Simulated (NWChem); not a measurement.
Species: C₅H₃F; SMILES C#CC=C=CF

Q: Give the equilibrium geometry at PBE0/def2-SVP (NWChem) as an XYZ file, with the point group.

A: point group C1; any orientation.
```
9

C     -0.6940     2.9003     0.0770
C     -0.0310     1.8955    -0.0736
C      0.7798     0.7401    -0.2683
C      0.4354    -0.4849     0.0783
C      0.1283    -1.6945     0.4672
F     -0.5120    -2.5762    -0.3002
H     -1.2896     3.7842     0.2138
H      1.7582     0.9017    -0.7451
H      0.3749    -2.0866     1.4602
```
